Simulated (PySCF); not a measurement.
**Highest orbital energy against ionisation energy along the noble gases**

Calculated with PySCF 2.14, no spin-orbit coupling. Each cell gives −ε(HOMO) / ΔSCF in eV; NIST values include spin-orbit coupling, (s) semi-empirical, (t) theoretical.

| species | UHF | LDA | PBE | PBE0 | r2SCAN | NIST (lowest levels) |
| --- | --- | --- | --- | --- | --- | --- |
| Ne²⁺ (x2c-QZVPPall with one added diffuse shell each of s, p, d, f type, spin-free X2C) | 64.135 / 61.832 | 52.143 / 63.629 | 52.548 / 63.880 | 55.752 / 63.732 | 53.402 / 63.610 | 63.423 |
| Ar²⁺ (x2c-QZVPPall with one added diffuse shell each of s, p, d, f type, spin-free X2C) | 40.436 / 39.386 | 34.102 / 40.840 | 34.152 / 40.711 | 36.009 / 40.712 | 34.576 / 40.675 | 40.735 ± 0.012 (s) |
| Kr²⁺ (x2c-QZVPPall with one added diffuse shell each of s, p, d, f type, spin-free X2C) | 35.158 / 34.333 | 30.000 / 35.842 | 29.873 / 35.524 | 31.478 / 35.542 | 30.321 / 35.622 | 35.838 ± 0.02 |
| Xe²⁺ (x2c-QZVPPall with one added diffuse shell each of s, p, d, f type, spin-free X2C) | 30.069 / 29.380 | 25.936 / 30.867 | 25.747 / 30.509 | 27.101 / 30.528 | 26.075 / 30.523 | 31.05 ± 0.04 (s) |

Q: How far is −ε(HOMO) from ΔSCF on average for each method, and why?

A: UHF 1.22 eV; LDA -7.25 eV; PBE -7.08 eV; PBE0 -5.04 eV; r2SCAN -6.51 eV. Hartree-Fock orbital energies lack relaxation and so exceed the ΔSCF value; semilocal functionals have convex E(N) from self-interaction, so their HOMO lies far too high; exact exchange moves hybrids part of the way back.
